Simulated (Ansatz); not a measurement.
Energy needed to pull apart GeF2 (SMILES [F][Ge][F]), closed shell, into free ground-state atoms, from the structure below (displaced at random from a GFN2-xTB minimum); no zero-point or spin–orbit terms; open-shell atoms are treated unrestricted, in their ground-state multiplicity.

| atom | x (Å) | y (Å) | z (Å) |
| --- | --- | --- | --- |
| F1 | -0.7408 | -1.0289 | -0.4962 |
| Ge2 | 0.6434 | -0.2677 | 0.3548 |
| F3 | 0.0106 | 1.3235 | 0.0978 |

Ansatz 0.2.0; basis: def2-TZVPP; cores frozen in the correlated methods. Filled d shells of the heavier atoms are correlated. The def2 sets are not built for correlating such inner shells, so the correlated values are less sure here.

```csv
method,atomization energy (kJ/mol)
PBE-D4,1117
r2SCAN-D4,1076
B97M-V,1080
PBE0-D4,1048
r2SCANh-D4,1052
wB97M-V,1073
HF,?
MP2,1100
CCSD,?
CCSD(T),1039
```

(1) What does HF give? (An estimate is asked for; the value comes from the calculation.)

(2) What does CCSD give? (Judge from chemistry; the value comes from the calculation.)

The T1 diagnostic stays at or below 0.016.

Results:

(1) The calculation gives: 704 kJ/mol, which is about 336 kJ/mol less than CCSD(T)/def2-TZVPP.

(2) The calculation gives: 1011 kJ/mol, which is about 29 kJ/mol less than CCSD(T)/def2-TZVPP.

In triple zeta the MP2 and coupled-cluster atomization energies are still short of their basis limit by a few kcal/mol a bond, whereas those of the functionals are nearly converged, so these differences are not deviations from converged CCSD(T).

For scale, one of the runs: CCSD(T)/def2-TZVPP forces, 110 basis functions (an equivalent command: `ansatz run in.yaml --threads 4`). Hardware: 4 CPU threads, shared host. Wall time 26 s; peak host memory 0.69 GiB.
